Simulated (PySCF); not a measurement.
**Excitation energy of Nb by level of theory**

Nb [Kr] 4d4 5s1 (6D) → Nb [Kr] 4d3 5s2 (4F), as a difference of total energies. Calculation: PySCF 2.14, in x2c-QZVPPall; the spin-free X2C one-electron Hamiltonian (Gaussian nucleus). Correlated levels: valence: [Kr] frozen; valence and next inner shell: [Ar] 3d10 frozen. The calculations carry no spin-orbit coupling.

| method | excitation energy (cm⁻¹) |
| --- | --- |
| UHF | 5787.5 |
| LDA | 6234.5 |
| PBE | 7072.9 |
| PBE0 | 6729.6 |
| r2SCAN | 8209.6 |
| TPSSh | 6325.4 |
| TPSS | 6551.0 |
| M06 | -1748.0 |
| MP2 (valence) | 2762.8 |
| SCS-MP2 (valence) | -2676.2 |
| MP2 (valence and next inner shell) | 3964.2 |
| SCS-MP2 (valence and next inner shell) | -722.93 |

Errors of the correlated levels include the incompleteness of this basis and the frozen core.

Question: Which method comes closest to the reference value, and which is furthest?

Answer: The reference is 1486.2 cm⁻¹ (measured; NIST levels, between the centres of gravity of the two terms). Closest: MP2 (valence) (error 1276.6 cm⁻¹); furthest: r2SCAN (error 6723.4 cm⁻¹).
